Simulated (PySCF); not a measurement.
CH₆OTi, SMILES C[O][TiH3], multiplicity 1. Heavy atoms are numbered as in [TiH3:1][O:2][CH3:3]. Hydrogens are named by the atom that carries them.

Geometry optimised at PBE-D3(BJ)/def2-SVP. The spin state was assumed, not searched.

All values below come from PBE/pcSseg-1 (PySCF).

GIAO shieldings, no solvent; atoms alike by connectivity are averaged. δ = σ(ref) − σ: ¹⁷O against H2O (σ = 334.3 ppm); ¹³C against TMS (σ = 182.0 ppm); ¹H against TMS (σ = 31.49 ppm), references at their B3LYP-D3(BJ)/def2-TZVP geometries, non-relativistic.

Estimate the chemical shifts. (An estimate is asked for; the answer gives what the named calculation found.)


```csv
nucleus,atoms,count,δ (ppm)
¹⁷O,O2,1,385.4
¹³C,C3 (CH3),1,82.1
¹H,H on Ti1,3,7.35
¹H,H on C3,3,5.94
```
